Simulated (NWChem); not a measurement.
# SiHOBr, singlet; SMILES O[Si]Br

```xyz
4

Si     0.6064     1.1652     0.0000
Br     0.0130    -1.0154     0.0000
O     -0.9114     1.8489     0.0000
H     -0.9123     2.8146     0.0000
```
Atoms are numbered in this order, from 1.

All runs: NWChem. Geometry optimised at PBE0/def2-SVP; all other runs use it. Low-valent species are run as closed-shell singlets; no triplet was tried in these runs. This build's default masses of Se (78.918 u) and Br (79.917 u) are each other's, which moves their modes by up to 0.6 %.

```json
[
 {"quantity": "vertical, lowest state with f > 0.02, singlet (eV)", "level": "B3LYP/def2-SVPD, TDA", "value": "(withheld)"},
 {"quantity": "−ε(HOMO) (eV)", "level": "PBE/def2-SVP", "value": "(withheld)"},
 {"quantity": "solvation free energy (kcal/mol) in water", "level": "PBE0/def2-SVP, SMD", "value": "-6.1"},
 {"quantity": "isotropic polarisability (bohr³), static", "level": "B3LYP/def2-SVPD", "value": "58.2"},
 {"quantity": "dipole (D)", "level": "PBE0/def2-SVP", "value": "(withheld)"},
 {"quantity": "highest harmonic frequency (cm⁻¹)", "level": "PBE0/def2-SVP", "value": "3878"}
]
```

Problem. What belongs in the gaps?

Solution. 
- vertical, lowest state with f > 0.02, singlet (eV), value: 4.19
- −ε(HOMO) (eV), value: 6.03
- dipole (D), value: 2.75
